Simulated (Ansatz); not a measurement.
Geometry optimisation, Ansatz, RKS PBE/6-31G.

Input file:

```yaml
crystal:
  periodic: [false, false, false]
  atoms:
    - { symbol: Si, position_ang: [0.0, 0.0, 0.0] }
    - { symbol: F, position_ang: [0.0, 0.0, 1.59] }
    - { symbol: H, position_ang: [1.3768, 0.0, -0.4862] }
    - { symbol: O, position_ang: [-0.7913, 1.3709, -0.5594] }
    - { symbol: H, position_ang: [-1.7491, 1.1401, -0.7818] }
    - { symbol: Cl, position_ang: [-1.0032, -1.7381, -0.7093] }
basis:
  gaussian: { orbitals: "6-31G" }
hamiltonian:
  xc: pbe
relax:
  f_tol: 0.02
  max_steps: 40
output:
  orbitals: {}
```

Run as:

```bash
$ ansatz run input.yaml --threads 1 --pin off --max-ram 2048MiB --backend cpu --events-out ev --progress --plain --runs-dir out
```

Where does it end, and by what steps?

The run converged. Limits of this set-up: no polarisation functions. After 7 steps the energy has fallen by 0.392 eV; H5 moved furthest, 0.35 Å.

```tsv
step	energy less start (eV)	largest force component (eV/Å)	accepted
0	0.0000	3.978	yes
1	-0.2592	2.074	yes
2	-0.3656	0.421	yes
3	-0.3440	1.437	no
4	-0.3826	0.135	yes
5	-0.3878	0.413	yes
6	-0.3919	0.031	yes
7	-0.3920	0.010	yes
```

```xyz
6
Properties=species:S:1:pos:R:3
Si 0.002 -0.047 -0.053
F -0.093 -0.030 1.645
H 1.419 0.037 -0.510
O -0.816 1.289 -0.727
H -1.778 1.454 -0.634
Cl -0.901 -1.930 -0.668
```

Whether the end is a true minimum wasn't checked by a vibrational analysis.

Run time: 18 s on 1 thread of Arm Neoverse V1, on a shared host, peak memory 0.14 GiB.
